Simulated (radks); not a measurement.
Species: Mg+. Configuration: [Ne] 3s1 (the NIST ground configuration).

All-electron calculation, scalar-relativistic Kohn-Sham, PBE, spin-polarised, spherical densities, finite nucleus; open shells are filled with parallel spins first; Fermi nuclear charge, rms radius 3.057 fm. Program: a radial shooting solver on a logarithmic mesh with Libxc functionals.

Energy parts (eV):
total: -5442.266
kinetic: 5449.072
electron-nucleus: -12960.477
Hartree: 2508.952
exchange-correlation: -439.813

Orbitals (lengths in bohr, moments of r in powers of bohr; r(max) is where P^2 peaks; r(90%) holds 90 % of the orbital's charge):
orbital  occ.  eigenvalue (eV)  r(90%)   r(max)    <r^2>
1s up       1        -1268.809   0.234  0.08507  0.02300
1s down     1        -1268.735   0.234  0.08507  0.02300
2s up       1         -88.9069    1.11   0.5466   0.5851
2s down     1         -88.7504    1.11   0.5466   0.5832
2p up       3         -55.6729    1.18   0.4786   0.6095
2p down     3         -55.5026    1.17   0.4785   0.6046
3s up       1         -11.9173    4.17    2.358    8.822

The highest occupied level is 3s up at -11.917 eV. Summed over all electrons, <r^2> = 13.68 bohr^2, which gives a Langevin (diamagnetic) susceptibility term of -10.8 x 10^-6 cm^3/mol. The density falls to 0.001 e/bohr^3 at r = 3.79 bohr. The electron density at the nucleus is 1162 e/bohr^3 (large components only).
